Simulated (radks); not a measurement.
Results of a calculation; reference values are marked as such.
Te4+, 48 electrons, occupied as [Kr] 4d9.5 5s2 4f0.5 (fractional occupations, a model configuration).

Code: a radial shooting solver on a logarithmic mesh with Libxc functionals. Model: Dirac Kohn-Sham, PBEsol, spin-unpolarised, spherical densities, point nucleus; open shells fill j = l - 1/2 first.

Energy parts (hartree):
part                        energy
total                  -6789.37045
kinetic                 7180.29904
electron-nucleus      -16413.26982
Hartree                 2615.21252
exchange-correlation    -171.61219

Orbitals (lengths in bohr, moments of r in powers of bohr; r(max) is where P^2 peaks):
orbital  occ.  eigenvalue (hartree)   r(max)     <r^2>  small-component weight
1s1/2       2             -1162.761  0.01794  0.001049                3.66e-02
2s1/2       2             -179.7861   0.1015   0.01689                7.80e-03
2p1/2       2             -168.5827  0.07796   0.01251                7.83e-03
2p3/2       4             -158.5023  0.08266   0.01380                7.44e-03
3s1/2       2             -37.19000   0.2929    0.1186                2.29e-03
3p1/2       2             -32.58338   0.2793    0.1134                2.24e-03
3p3/2       4             -30.70377   0.2898    0.1216                2.13e-03
3d3/2       4             -22.57285   0.2360    0.1029                2.01e-03
3d5/2       6             -22.17950   0.2390    0.1053                1.98e-03
4s1/2       2              -7.75890   0.7003    0.6569                6.49e-04
4p1/2       2              -6.17004   0.7202    0.7255                5.88e-04
4p3/2       4              -5.80822   0.7445    0.7772                5.56e-04
4d3/2       4              -3.26092   0.8015     1.044                4.19e-04
4d5/2     5.5              -3.20492   0.8101     1.068                4.10e-04
4f5/2     0.5              -0.81545    1.629     5.623                9.74e-05
4f7/2       0              -0.81385    1.641     5.666                9.64e-05
5s1/2       2              -2.01418    1.683     3.797                1.37e-04

The highest occupied level is 4f5/2 at -22.190 eV. The density falls to 0.001 e/bohr^3 at r = 3.42 bohr.
